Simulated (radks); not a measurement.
Question: All-electron calculation, scalar-relativistic Kohn-Sham, LDA (Slater exchange, VWN5 correlation), spin-polarised, spherical densities, finite nucleus; open shells are filled with parallel spins first (spin-orbit coupling, left out, can overturn this in heavy ions); Fermi nuclear charge, rms radius of each element as measured or else 0.836 A^(1/3) + 0.57 fm. Program: a radial shooting solver on a logarithmic mesh with Libxc functionals. Response by self-consistent Sternheimer equations with the Hartree and adiabatic LDA kernel, the relativistic mass of each level held fixed and spin-orbit coupling left out. For heavy and open-shell atoms this level of theory can miss by tens of per cent. Estimate the static dipole polarisabilities of Pd3+ ([Kr] 4d7) and Se+ ([Ar] 3d10 4s2 4p3) and the C6 coefficients of the three pairs.

Answer: alpha = 4.504 and 14.20 bohr^3; C6 = 20.66 (Pd3+-Pd3+), 39.20 (Pd3+-Se+), 87.52 (Se+-Se+) hartree bohr^6.
